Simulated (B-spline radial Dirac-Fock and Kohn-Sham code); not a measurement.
**Atomic barium: differential elastic cross section for positrons at 180 eV**

The computed values come from an atomic code on a B-spline grid: relativistic (Dirac) partial waves in the static field of the Dirac-Fock atom, without polarisation or absorption potentials. Below a few hundred eV the neglected polarisation potential matters, most of all at small angles.

```
θ (°)  dσ/dΩ (a₀²/sr)
    5             202
   10            70.9
   15            24.8
   20            11.2
   25            5.93
   30            3.53
   35            2.34
   40            1.68
   45            1.27
   50           0.987
   55           0.786
   60           0.638
   65           0.527
   70           0.442
   75           0.376
   80           0.324
   85           0.283
   90           0.249
   95           0.222
  100           0.200
  105           0.181
  110           0.165
  115           0.152
  120           0.142
  125           0.132
  130           0.124
  135           0.118
  140           0.112
  145           0.108
  150           0.104
  155           0.101
  160          0.0985
  165          0.0966
  170          0.0953
  175          0.0945
```

The total elastic cross section is 30.6 a₀², the first transport cross section 3.66 a₀² and the second, weighted with (3/2) sin²θ, 6.57 a₀². The mean deflection is ⟨1 − cos θ⟩ = 0.120, and 3.1 % of the collisions scatter beyond 90°.
